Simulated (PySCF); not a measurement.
Compound: C6H8N (doublet state).
Geometry (GFN2-xTB, Å), atoms numbered from 1 in this order:
```xyz
15
C6H8N angstrom
C     -1.6626   -1.5313    0.8106
C     -0.7320   -0.4339    0.4162
N     -1.0350    0.8333    0.9218
C      0.4207   -0.6607   -0.3331
C      1.3024    0.2806   -0.7396
C      1.8047    1.6801   -0.8063
C      2.4991    0.7084   -1.3878
H     -2.6719   -1.3476    0.4293
H     -1.3172   -2.4848    0.4220
H     -1.7347   -1.6050    1.8984
H     -0.5459    1.5793    0.4492
H     -2.0241    1.0152    1.0230
H      0.6232   -1.6837   -0.6231
H      1.7062    2.7060   -0.5529
H      3.3627    0.4351   -1.9494
```

The hyperfine couplings belong to this conformer and change with its torsions.

Identity: `C[C](N)C=C1C=C1` [radical].

Method used: PySCF, UKS B3LYP, pcH-1 on C H N, non-relativistic, mean-field spin-orbit, GIAO. The structure is a single GFN2-xTB conformer in the gas phase; no vibrational or solvent corrections. Couplings are sensitive to structure, and on GFN2-xTB geometries they can be far from those on DFT ones. Stability of the SCF solution: not tested.

The Mulliken spin populations are largest on C2 (+0.55), C5 (+0.44), C6 (+0.20) and C4 (-0.20). Three atoms exceed +0.15. The positive populations add up to 1.35 and the negative ones to -0.35, together 2S = 1. The angles at C2 add up to 359.9°, so it is planar.

List the C–H protons on four-coordinate carbons next to a three-coordinate spin centre, with their couplings and θ (C–H bond against the normal to the plane of the centre's neighbours, projected along the bond that joins the two).

```csv
β H,on,centre,θ (°),cos²θ,a (G)
H8,C1,C2,29,0.76,+21.35
H9,C1,C2,89,0.00,+0.61
H10,C1,C2,32,0.72,+22.16
```

Fitting the Heller–McConnell form a = ρ(B0 + B2 cos²θ), with Mulliken ρ = 0.55, gives B0 = 1.2 G and B2 = 52.0 G, with a largest miss of 1.0 G. By this fit the coupling would be 29.0 G at θ = 0° and 0.6 G at 90°.

What would the freely rotating methyl group on C1 show?

Three equal couplings, a 1:3:3:1 quartet. The mean of the three values of this geometry estimates the splitting: 14.7 G, or 41.2 MHz (three bonds 120° apart have a mean cos²θ of 1/2 at any torsion).

Couplings in gauss use g_iso = 2.0027.
